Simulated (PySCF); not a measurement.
# TDDFT excited states: C3H4ClF3Si

Compound: C3H4ClF3Si.
Atom-mapped SMILES: `[F:1][CH:2]([F:3])[C@@:4]1([F:5])[SiH2:6][C@H:7]1[Cl:8]` (hydrogens: H9 on C2; H10, H11 on Si6; H12 on C7)

Method: PySCF, TDDFT B3LYP/def2-SVPD, vertical, gas phase, core orbitals frozen in the response. Geometry: GFN2-xTB, one conformer, isolated molecule. Torsions of this conformer, `[F:1][CH:2]([F:3])[C@@:4]1([F:5])[SiH2:6][C@H:7]1[Cl:8]`: F1–C2–C4–F5 -55°.

Question: What does the calculation give for the low-lying excited states?

Answer: 

| state | λ (nm) | E (eV) | f | \|μ\| (D) | main configurations (H = HOMO, L = LUMO) |
| --- | --- | --- | --- | --- | --- |
| S1 | 223.9 | 5.54 | 0.062 | 1.72 | H→L (60%), H→L+1 (36%) |
| S2 | 213.3 | 5.81 | 0.0021 | 0.31 | H-1→L (89%) |
| S3 | 208.0 | 5.96 | 0.096 | 2.06 | H→L+1 (55%), H→L (34%) |
| S4 | 195.9 | 6.33 | 0.018 | 0.86 | H-1→L+1 (80%), H→L+2 (12%) |
| S5 | 190.4 | 6.51 | 0.020 | 0.89 | H→L+2 (82%), H-1→L+1 (11%) |
| S6 | 182.5 | 6.79 | 0.017 | 0.81 | H-2→L (87%) |
| S7 | 178.8 | 6.94 | 0.031 | 1.09 | H→L+3 (94%) |
| S8 | 173.9 | 7.13 | 0.0028 | 0.32 | H-1→L+2 (96%) |

Triplets (Tamm–Dancoff): T1 4.57 eV, H→L (96%); T2 5.23 eV, H→L+1 (81%), H-1→L (14%); T3 5.42 eV, H-1→L (73%), H→L+1 (15%).

The lowest singlet comes at 224 nm (534 kJ/mol) in the ultraviolet; it is of moderate strength; its leading configuration is HOMO→LUMO (60%). The strongest level in the table is S3 at 5.96 eV (208 nm, f = 0.096). Löwdin shares by element: HOMO carbon 33% or more, chlorine 27%, silicon 22% (atoms not listed hold the other 17%); LUMO silicon 40%, chlorine 15%, carbon 13% or more, hydrogen 10% or more (atoms not listed hold the other 22%). The oscillator strengths of these states sum to 0.249; summed over the whole spectrum of an exact calculation they would give the number of electrons, 80 (Thomas–Reiche–Kuhn). The listed states span 1.59 eV, and the widest gap between neighbours is 0.37 eV (S3 to S4). Of the 8 states listed, 6 reach f = 0.01 and none stays under 0.0005. The window holds the lowest 8 singlets.
